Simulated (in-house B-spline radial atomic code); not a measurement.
The numbers below are computed, except where a source is named.
Two electrons in Ge: a Gaussian well −V exp(−r²/w²) with V = 291 meV and w = 15.8 nm

For Ge the NSM archive of the Ioffe Institute lists m_l = 1.6 m0, m_t = 0.08 m0 and ε = 16.2; the model takes one isotropic valley with the conductivity mass 3/(1/m_l + 2/m_t) = 0.117 m0, and so misses anisotropy and the other valleys. All triplets below are those of one valley; with several valleys two electrons can form a triplet in the 1s orbital itself, at an energy set by the valley splitting.

Effective-mass model with parabolic bands, a uniform dielectric constant, no image charges, no central-cell or spin-orbit terms. Two-electron levels come from full CI in B-splines with partial waves to l = 5 (up to 0.001 effective hartree above the limit).

(1) What are the effective units, and what is the potential in them?

In these units the lowest s and p orbitals lie at -19.3722 and -16.4303, and their Coulomb and exchange integrals are J_ss = 1.3739, J_sp = 1.1286 and K_sp = 0.2221. Full CI gives -37.4434 for the ground singlet, -34.9138 for the sp triplet, -34.5245 for the sp singlet and -32.2882 for the lowest triplet of two s orbitals.

(2) What does it cost to add the second electron, to first order and exactly?

(3) How far above the singlet do the triplets lie?

Results:

(1) Ha* = 27211.386 meV × 0.117/16.2² = 12.13 meV and a* = 0.0529177 nm × 16.2/0.117 = 7.327 nm. V = 24 Ha* and w = 2.15 a*.

(2) To first order E = 2ε_s + J_ss = -37.3704, so the charging energy E(2) − 2E(1) is J_ss = 16.67 meV. CI gives -37.4434 − 2 × (-19.3722) = 1.3009, or 15.78 meV: relaxation and correlation lower it by 0.8854 meV, 5.3 % of J_ss. The s² configuration of one-electron orbitals holds 99.0 % of the state, and the mean radius is 5.01 nm. The second electron is bound by ε_s − E = 219.2 meV, against 235 meV for the first.

(3) To first order the sp triplet lies at ε_s + ε_p + J_sp − K_sp = -34.8959, which is 30.02 meV above 2ε_s + J_ss. CI gives -34.9138 − (-37.4434) = 2.5296, or 30.69 meV, 86 % of the orbital spacing of 35.69 meV. The ss triplet lies 62.54 meV up, so the lower of the two is the sp one, and its gap equals k_BT at 356 K. The sp singlet-triplet splitting is 4.723 meV, against 2K_sp = 5.389 meV.
